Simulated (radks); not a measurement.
Values are calculated unless marked as measured or tabulated.
Task: The mean radii <r> (bohr) of the occupied orbitals of an atom or ion are listed with their occupations. Level of theory: scalar-relativistic Kohn-Sham, SOGGA, spin-polarised, spherical densities, finite nucleus; Fermi nuclear charge, rms radius of each element as measured or else 0.836 A^(1/3) + 0.57 fm (a radial shooting solver on a logarithmic mesh with Libxc functionals).

orbital  occ.      <r>
1s up       1  0.02038
1s down     1  0.02038
2s up       1  0.08649
2s down     1  0.08649
2p up       3  0.07673
2p down     3  0.07673
3s up       1   0.2255
3s down     1   0.2254
3p up       3   0.2246
3p down     3   0.2245
3d up       5   0.2039
3d down     5   0.2038
4s up       1   0.5083
4s down     1   0.5083
4p up       3   0.5392
4p down     3   0.5392
4d up       5   0.5837
4d down     5   0.5841
5s up       1    1.251
5s down     1    1.256
5p up       3    1.492
5p down     3    1.502
4f up       7   0.8225
6s up       1    4.004
6s down     1    4.033
4f down     5   0.8465

Name the element and its charge. Open shells, if any, are filled with parallel spins first.

Result: Z = 68, erbium, charge 0: Er in [Xe] 4f12 6s2. The 1s radius gives Z: for a bare nucleus <r> = (2 gamma + 1)/(2Z) with gamma = sqrt(1 - (Z/c)^2), 0.02012 bohr for Z = 68, and screening makes it slightly larger (0.02038 here). The occupations add up to 68, and the charge is Z minus that.
